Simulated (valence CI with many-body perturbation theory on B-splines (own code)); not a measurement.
# Ag41+: one-electron terms

Computed by configuration interaction combined with many-body perturbation theory (CI+MBPT): four valence electrons over a frozen Dirac-Fock core [He], radial functions for each j: 11 s, 11 p, 9 d, 7 f, 5 g, 2 h, 1 i, with the one-electron correlation potential Σ1 (screened to all orders), the two-electron term Σ2, the three-electron term Σ3, Breit, model QED; selected single and double excitations, second order for the rest (own B-spline code, finite nucleus).

The last digits are not significant, and no measured levels were compared; by estimate large intervals hold to a few tenths of a per cent, small ones and those within an open d or f shell to about a per cent. Among the levels kept, up to 290 cm⁻¹ of a level comes from second order outside the variational space, and about a tenth of that is noise between levels of different J, which matters for small intervals.

These are the spectroscopic orbitals of the CI (the correlating ones are not listed), shaped by the core and the other valence electrons. h is the expectation value of the core's Dirac-Fock operator, without the valence repulsion; Σ1 is computed up to l = 3 at one energy for each symmetry, that of its lowest orbital but kept below the first core excitation, so for empty shells it is not the orbital's own correlation shift; Breit and QED include the response of the core.

```tsv
Orbital	h (hartree)	Σ1 (cm⁻¹)	Breit (cm⁻¹)	QED (cm⁻¹)	⟨r⟩ (bohr)
2s1/2	-267.37	-1332	27893	29148	0.1281
3s1/2	-117.06	-322	7722	8348	0.2972
4s1/2	-65.218	-125	3084	3404	0.5391
5s1/2	-41.483	-61.7	1545	1714	0.8515
2p1/2	-263.66	-3190	55360	-721	0.1077
3p1/2	-115.99	-700	14889	-256	0.2791
4p1/2	-64.775	-267	5977	-109	0.5228
5p1/2	-41.258	-131	2993	-55.6	0.8372
2p3/2	-256.01	-2622	22189	2312	0.1121
3p3/2	-113.72	-576	5947	600	0.2854
4p3/2	-63.824	-220	2591	241	0.5311
5p3/2	-40.773	-108	1301	121	0.8474
3d3/2	-113.26	-264	520	-101	0.2427
4d3/2	-63.626	-112	283	-34.8	0.4901
5d3/2	-40.672	-57.6	149	-16.3	0.8082
3d5/2	-112.57	-247	169	212	0.2448
4d5/2	-63.337	-104	91.4	96.3	0.4927
5d5/2	-40.524	-53.5	45.8	50.6	0.8114
4f5/2	-63.264	-21.8	2.9	-33.8	0.4252
5f5/2	-40.49	-12.3	2.4	-16.8	0.7449
4f7/2	-63.123	-21.2	0.8	29.0	0.4266
5f7/2	-40.418	-12.0	0.7	15.5	0.7465
5g7/2	-40.406		0.0	-10.6	0.6525
5g9/2	-40.364		0.0	8.5	0.6535
```

Among the shells of the start configuration 2s2 2p2, Σ1 is largest in size for 2p1/2, where it is 0.0055 % of h.

Lowest root of each symmetry, sizes in configuration state functions:

```csv
J,Parity,Roots,Reference,Variational,Second order,Change by selected CI (cm⁻¹),Change by second order (cm⁻¹)
0,even,12,38,22198,53975,-18420,0
1,even,21,83,39996,155706,-17164,-24
2,even,23,93,39998,273365,-18894,-91
3,even,12,63,39993,245603,-19384,-133
4,even,5,31,39031,109240,-14547,-8
5,even,2,11,20841,87198,-19037,-13
0,odd,8,37,18019,39445,-21532,-1
1,odd,20,94,39998,168828,-22998,-15
2,odd,20,100,39995,256758,-16613,-57
3,odd,10,70,39999,227538,-19145,-49
4,odd,3,36,30495,108794,-22046,-19
```
